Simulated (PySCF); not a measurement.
P²⁺: excitation energy

P²⁺ [Ne] 3s2 3p1 (2P) → P²⁺ [Ne] 3s1 3p2 (4P), as a difference of total energies. All numbers are calculated (PySCF 2.14, scalar relativity by spin-free X2C-1e, in aug-cc-pVDZ-DK). Correlated levels: valence: [Ne] frozen. The calculations carry no spin-orbit coupling.

```csv
method,excitation energy (eV)
UHF,5.539
LDA,7.155
PBE,7.014
r2SCAN,6.278
LC-wPBE,6.701
B97-3,7.256
M06-L,6.977
MP2 (valence),6.375
SCS-MP2 (valence),6.672
```

Problem. Estimate what PBE0 gives.

Solution. 6.830 eV, closest to LC-wPBE among the rows shown.

Problem. Estimate what TPSS gives.

Solution. 6.894 eV, closest to M06-L among the rows shown.
